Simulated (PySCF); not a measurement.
## Peak assignment

Bonds (- single, = double, # triple, : aromatic): C1-O2, O2-C3, C3-Si4, Si4-N5, N5:C6, C6:C7, C7:C8, C8:C9, C9:N5. C1 carries H10, H11, H12; C3 carries H13, H14; Si4 carries H15, H16; C6 carries H17; C7 carries H18; C8 carries H19; C9 carries H20.

PySCF calculation with geometry from PBE0-D3(BJ)/def2-SVP and KT2/pcSseg-1 with gauge-including orbitals; in vacuum, single conformer, one averaged value for each set of equivalent atoms, non-relativistic Hamiltonian.

Referencing at the same level of theory: $^{13}$C (σref 183.22) and $^{1}$H (σref 31.18) against TMS.

Problem. Assign these signals to the numbered atoms. $^{13}$C{$^{1}$H} NMR (computed): δ 118.5 (CH), 108.7 (CH), 62.5 (CH2), 61.7 (CH3).

Solution. 
| δ (ppm) | atoms | environment | reason |
| --- | --- | --- | --- |
| 118.5 | C6/C9 | aromatic CH next to a ring nitrogen | – |
| 108.7 | C7/C8 | aromatic CH | – |
| 62.5 | C3 | sp3 CH2 bonded to O and Si | the inductive effect lowers its shielding |
| 61.7 | C1 | methyl carbon bonded to O | pulled downfield by the heteroatom |

C3 and C1 lie closer than the usual error of such a calculation, so a measured spectrum could show them in the other order.

Problem. Assign these signals to the numbered atoms. $^{1}$H NMR (600 MHz, computed): δ 6.57 (m, 2H), 6.33 (m, 2H), 5.12 (t, 2H), 3.37 (t, 2H), 3.35 (s, 3H).

Solution. 
| δ (ppm) | atoms | environment | reason |
| --- | --- | --- | --- |
| 6.57 | H17/H20 | hydrogen on an aromatic CH next to a ring nitrogen | aromatic region |
| 6.33 | H18/H19 | hydrogen on an aromatic CH | the ring current deshields protons in the ring plane |
| 5.12 | H15/H16 | hydrogen on a silicon bonded to C, N | – |
| 3.37 | H13/H14 | hydrogen on an sp3 CH2 bonded to O and Si | its carbon carries O, an electronegative neighbour |
| 3.35 | H10/H11/H12 | hydrogen on a methyl carbon bonded to O | its carbon carries O, an electronegative neighbour |

H13/H14 and H10/H11/H12 lie closer than the usual error of such a calculation, so a measured spectrum could show them in the other order.

Shifts are as computed. Against solution values, carbons near 30 ppm lie about +2 ppm off and those near 130 ppm about -5 ppm. Of 1211 compounds with measured shifts, 218 miss one by over three times the rms of a fit or turn the order of signals round; such compounds aren't used in these exercises. No couplings were computed; multiplicities are counted from neighbouring protons, with m where these are inequivalent, close in shift, in a saturated or five-membered ring or joined by F or P, and br s for small geminal =CH2 splittings.
